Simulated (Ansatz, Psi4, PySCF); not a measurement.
H7Ge3 (SMILES [GeH3][GeH][GeH3]), doublet, at the geometry of the source list. Base run: WB97X/STO-3G in PySCF.

PySCF was given this input:
```python
from pyscf import gto, scf, dft

mol = gto.M(
    atom='''
Ge    1.984900    0.321400    0.053100
Ge    0.009600   -0.180900   -1.316000
Ge   -2.012900   -0.002400    0.071300
H     2.630900   -0.850800    0.761900
H     1.735200    1.317200    1.163700
H     3.128900    0.945100   -0.706800
H     0.134900   -1.759900   -1.319400
H    -2.729500   -1.291300    0.395100
H    -3.104500    0.861200   -0.525000
H    -1.777400    0.640300    1.422200
''',
    basis='sto-3g',
    charge=0,
    spin=1,
    verbose=4,
)

mf = dft.UKS(mol)
mf.xc = 'wb97x'
mf.kernel()
```

The same geometry, method and basis name were run in Ansatz (a first-principles code) and Psi4 and PySCF, at each program's defaults and at the settings that a row names. The base is PySCF at its defaults. Differences at the defaults can come from grids, fitting, cores and function types together. The rows with settings made alike still differ; the cause (another SCF solution, basis table, core potential or functional code) wasn't traced.

```tsv
code and settings	ΔE vs base (µEh)	basis functions	E (Eh)	SCF cycles	dipole (D)
PySCF, defaults (exact integrals, its default grid, spherical functions)	0.0	61	-6163.52028	17	0.84
Psi4, defaults (density fitting with its default set, its default grid, spherical functions)	-2995	61	-6163.52327	15	0.84
Ansatz, defaults (factorised integrals, its default grid, spherical functions)	-94.3	61	-6163.52037	-	-
PySCF, density fitting with def2-universal-jkfit	-5222	61	-6163.52550	17	0.84
PySCF, fine grid	-41.7	61	-6163.52032	17	0.84
Psi4, exact integrals, spherical functions, fine grid	-355	61	-6163.52063	22	0.84
Ansatz, high accuracy	-96.0	61	-6163.52037	-	-
```

Open shells are given as the SCF converged; they aren't shown to be the lowest states, and a large step between rows can be another state.
